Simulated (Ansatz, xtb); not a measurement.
## Ranking isomers of GeH4NO+

3 gas-phase structures of GeH4NO+, found in a search over its isomers (lower ones may exist). Each was relaxed with GFN2-xTB; where two conformers were screened, the lower at r2SCAN-D4/def2-SVP is listed:

A. a singlet given by its coordinates
B. `[NH2+]=[GeH][OH]`, a singlet
C. a singlet given by its coordinates

A (Å):

```xyz
7

Ge    1.0877   -1.3217   -1.4478
N    -1.1749   -1.2016   -1.7742
O     1.1441   -0.3132   -0.1344
H    -1.5843   -2.0407   -2.1908
H    -1.4194   -0.4156   -2.3817
H    -1.6398   -1.0439   -0.8766
H     1.2987    0.2562    0.6228
```

Close contacts (Å): Ge1–N2 2.29, Ge1–O3 1.66, N2–H4 1.02, N2–H5 1.02, N2–H6 1.02, O3–H7 0.96.

C (Å):

```xyz
7

Ge    0.6302    0.1027   -0.9974
N     0.3024   -1.2999    0.0270
O    -0.9331   -0.4213   -2.4165
H    -1.5500   -1.1687   -2.3949
H    -1.1206    0.1100   -3.2045
H    -0.3736   -2.0543   -0.0429
H     0.8539   -1.4503    0.8690
```

Close contacts (Å): Ge1–N2 1.77, Ge1–O3 2.18, N2–H6 1.02, N2–H7 1.02, O3–H4 0.97, O3–H5 0.97.

Task: Make a reasoned guess at their ranking by r2SCAN-D4/def2-SVP single-point energy.

Result: Calculated order at r2SCAN-D4/def2-SVP: A (0.000), C (0.363), B (1.053) eV.

Energies above the lowest of each column, in eV; the last columns are at PBE0-D3(BJ)/def2-SVP geometries:

```csv
structure,GFN2-xTB,HF/STO-3G,r2SCAN-D4/def2-SVP,PBE0-D3(BJ)/def2-SVP,CCSD(T)/def2-TZVP
A,0.000,0.000,0.000,0.000,0.000
C,0.673,0.075,0.363,0.625,0.690
B,2.216,0.221,1.053,1.373,1.193
```

Every level run on A puts it lowest or level with the lowest. Flexible structures stand in one conformer each, not always the lowest.

Programs: Ansatz 0.2.0, xtb 6.7.1.
